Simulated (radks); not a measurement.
The neon ion Ne2+ inside a hard spherical wall (all orbitals vanish at R), configuration held at [He] 2s2 2p4 and not refilled when levels cross. Method: non-relativistic Kohn-Sham, LDA (Slater exchange, VWN5 correlation), spin-polarised, spherical densities, point nucleus; open shells are filled with parallel spins first; computed with a radial shooting solver on a logarithmic mesh with Libxc functionals. Eigenvalues in eV for spin up, with the zero of energy where the potential of the charges vanishes at infinity; a dash marks a level that is unbound or too diffuse for the functional's potential to be trusted. A positive occupied level is held by the wall or, in an anion where self-interaction has pushed it up, behind a barrier. The pressure on the wall is -dE/dV.

[
 {"R (bohr)": "free", "E (hartree)": "-125.88982", "kinetic (hartree)": "125.481", "e(1s)": "-875.93", "e(2s)": "-79.385", "e(2p)": "-56.902", "e(3s, empty)": "-16.365", "e(3p, empty)": "-12.148", "pressure (GPa)": "0"},
 {"R (bohr)": "15", "E (hartree)": "-125.88982", "kinetic (hartree)": "125.481", "e(1s)": "-875.93", "e(2s)": "-79.385", "e(2p)": "-56.902", "e(3s, empty)": "-16.365", "e(3p, empty)": "-12.148", "pressure (GPa)": "< 0.0001"},
 {"R (bohr)": "12", "E (hartree)": "-125.88982", "kinetic (hartree)": "125.481", "e(1s)": "-875.93", "e(2s)": "-79.385", "e(2p)": "-56.902", "e(3s, empty)": "-16.365", "e(3p, empty)": "-12.148", "pressure (GPa)": "< 0.0001"},
 {"R (bohr)": "8", "E (hartree)": "-125.88982", "kinetic (hartree)": "125.481", "e(1s)": "-875.93", "e(2s)": "-79.385", "e(2p)": "-56.902", "e(3s, empty)": "-16.358", "e(3p, empty)": "-12.110", "pressure (GPa)": "< 0.0001"},
 {"R (bohr)": "7", "E (hartree)": "-125.88982", "kinetic (hartree)": "125.481", "e(1s)": "-875.93", "e(2s)": "-79.385", "e(2p)": "-56.902", "e(3s, empty)": "-16.326", "e(3p, empty)": "-12.010", "pressure (GPa)": "< 0.0001"},
 {"R (bohr)": "6", "E (hartree)": "-125.88982", "kinetic (hartree)": "125.481", "e(1s)": "-875.93", "e(2s)": "-79.385", "e(2p)": "-56.902", "e(3s, empty)": "-16.182", "e(3p, empty)": "-11.686", "pressure (GPa)": "< 0.0001"},
 {"R (bohr)": "5", "E (hartree)": "-125.88981", "kinetic (hartree)": "125.482", "e(1s)": "-875.92", "e(2s)": "-79.385", "e(2p)": "-56.901", "e(3s, empty)": "-15.576", "e(3p, empty)": "-10.668", "pressure (GPa)": "0.00355"},
 {"R (bohr)": "3.5", "E (hartree)": "-125.88745", "kinetic (hartree)": "125.508", "e(1s)": "-875.79", "e(2s)": "-79.300", "e(2p)": "-56.804", "e(3s, empty)": "-9.770", "e(3p, empty)": "-3.481", "pressure (GPa)": "1.61"},
 {"R (bohr)": "2.5", "E (hartree)": "-125.81017", "kinetic (hartree)": "126.089", "e(1s)": "-873.39", "e(2s)": "-77.777", "e(2p)": "-55.048", "e(3s, empty)": "13.681", "e(3p, empty)": "20.309", "pressure (GPa)": "103"},
 {"R (bohr)": "2", "E (hartree)": "-125.44278", "kinetic (hartree)": "128.102", "e(1s)": "-866.36", "e(2s)": "-72.918", "e(2p)": "-49.655", "e(3s, empty)": "54.326", "e(3p, empty)": "57.491", "pressure (GPa)": "901"}
]
